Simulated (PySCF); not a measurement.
Molecule: SMILES CC[CH2][AlH3-], [C3H10Al]-.

Numbering as in the mapped SMILES `[CH3:1][CH2:2][CH2:3][AlH3-:4]`; H(Xn) means a hydrogen on atom n.

Geometry PBE0-D3(BJ)/def2-SVP throughout; GIAO in PySCF 2.14, gas phase, one conformer, non-relativistic; equivalent atoms averaged; functional PBE0.

(1) How do the shifts δ (against TMS, AlH4- at the same level) depend on the basis set? (ppm; last column core-seconds on 1 thread of an Arm Neoverse V1, shared host)

(2) Which nucleus moves most, in ppm?

(3) Taking the largest basis, cc-pVTZ (264 functions), as the yardstick, rank the others by their worst heavy-atom deviation.

Results:

(1) 
```
  basis set  functions    C2    C1    C3   Al4  H(Al4)  H(C2)  H(C1)  H(C3)  core-s
   pcSseg-0         60  25.4  21.5  11.8  21.2    4.28   1.30   0.90  -0.43     4.1
    cc-pVDZ        110  28.4  20.5  14.6  25.3    3.50   1.55   0.83  -0.37     8.6
aug-cc-pVDZ        186  28.2  19.2  16.6  34.0    3.79   1.77   1.01  -0.10      18
   IGLO-III        249  28.4  20.0  15.6  28.3    3.71   1.72   0.97  -0.20      26
    cc-pVTZ        264  27.9  19.6  13.8  30.7    3.59   1.65   0.93  -0.28      30
```

(2) Al4 (aluminium bonded to C, 3 H): from 21.2 ppm with pcSseg-0 to 34.0 ppm with aug-cc-pVDZ. The smallest spread is 0.18 ppm, at H(C1). Proton shifts span only some 12 ppm, so a few tenths of a ppm matter as much there as several ppm in carbon.

(3) IGLO-III 2.4 ppm (249 functions), aug-cc-pVDZ 3.3 ppm (186 functions), cc-pVDZ 5.4 ppm (110 functions), pcSseg-0 9.5 ppm (60 functions).

A small basis that lands close on one nucleus may do so by chance; judge by the trend and by all nuclei.
